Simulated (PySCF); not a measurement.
Te (tellurium, neutral) across methods

[Kr] 4d10 5s1 5p4 5d1, one real determinant (an excited configuration). All numbers are calculated (PySCF 2.14, the spin-free X2C one-electron Hamiltonian (Gaussian nucleus), in aug-cc-pVTZ-DK3 (8s7p5d2f, 68 functions)).

```tsv
method	E (hartree)	mean ε 5p α (eV)	mean ε 5p β (eV)	mean ε 5d α (eV)	Σ⟨r²⟩ (bohr²)	⟨S²⟩
PW91	-6793.40	-9.278	-7.380	-0.188	74.19	6.004
LDA	-6786.47	-9.355	-7.514	-0.121	74.29	6.003
PBE0	-6792.52	-10.542	-8.052	-0.679	74.00	6.005
M06-L	-6792.72	-9.247	-7.130	-0.083	74.30	6.005
PBE	-6792.44	-9.235	-7.332	-0.167	74.26	6.004
r2SCAN	-6792.87	-9.761	-7.393	-0.172	74.20	6.010
MN15	-6797.60	-11.079	-8.737	-0.640	73.28	6.005
UHF	-6790.03275	-13.849	-8.955	-1.960	74.69	6.019
BP86	-6793.64	-9.338	-7.545	-0.274	74.38	6.004
```

⟨L²⟩ = 8.02 against 12 for a pure F term, so this real determinant mixes terms. The outer electron is Rydberg-like, and this basis confines it to a smaller radius and binds it less than a complete one would.
